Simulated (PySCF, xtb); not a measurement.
CCl, SMILES [C]Cl (connectivity only; charge and spin as stated), neutral, multiplicity 2.

Harmonic wavenumbers (cm⁻¹) from GFN2-xTB run with xtb at its own minimum, in rising order: 986.

### Question
What does PBE-D3(BJ)/def2-TZVPD in PySCF 2.14.0 give at its own minimum? (Estimate from the structure and the level; the computed values follow.)

### Answer
853. Paired by order, the mean absolute difference is 132 cm⁻¹ and the zero-point energies are 1.4 and 1.2 kcal/mol.
